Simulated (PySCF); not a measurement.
BFH4O3Si, SMILES O([SiH2]F)B(O)O.

The structure is a stationary point at PBE0-D3(BJ)/def2-SVP. This is a generated structure with no PubChem entry under its InChIKey; it may be hypothetical. Other conformers were not sampled.

All values below come from PySCF with PBE0-D3(BJ)/def2-SVP.

Frequencies are harmonic and unscaled.

Computed normal modes with their intensities:
| mode | ν (cm⁻¹) | IR (km/mol) | moving atoms (share of kinetic energy) |
|---|---|---|---|
| 1 | 38 | 1.8 | O 43 %, F 33 %, H 14 %, Si 10 % |
| 2 | 53 | 1.8 | O 62 %, F 33 % |
| 3 | 109 | 0.4 | O 53 %, H 22 %, Si 22 % |
| 4 | 304 | 13.3 | O 43 %, F 37 %, Si 13 % |
| 5 | 397 | 2.8 | O 53 %, Si 23 %, H 17 % |
| 6 | 439 | 12.6 | H 82 %, O 17 % |
| 7 | 468 | 20.4 | O 68 %, H 23 %, B 8 % |
| 8 | 532 | 149.2 | H 91 % |
| 9 | 678 | 75.9 | B 41 %, H 31 %, O 16 %, Si 10 % |
| 10 | 684 | 108.5 | B 39 %, O 25 %, H 24 %, Si 11 % |
| 11 | 732 | 99.1 | H 45 %, O 30 %, Si 15 % |
| 12 | 765 | 30.3 | H 74 %, O 19 % |
| 13 | 885 | 18.4 | F 49 %, H 32 %, Si 17 % |
| 14 | 960 | 231.6 | H 83 %, Si 9 % |
| 15 | 976 | 157.6 | H 68 %, O 15 %, Si 12 % |
| 16 | 983 | 164.9 | H 68 %, O 17 %, Si 10 % |
| 17 | 1001 | 265.5 | H 71 %, O 25 % |
| 18 | 1120 | 65.5 | O 67 %, H 19 %, Si 13 % |
| 19 | 1418 | 829.2 | B 66 %, O 29 % |
| 20 | 1521 | 360.7 | B 74 %, O 21 % |
| 21 | 2249 | 130.7 | H 97 % |
| 22 | 2317 | 103.8 | H 97 % |
| 23 | 3937 | 111.9 | H 94 % |
| 24 | 3942 | 60.3 | H 94 % |
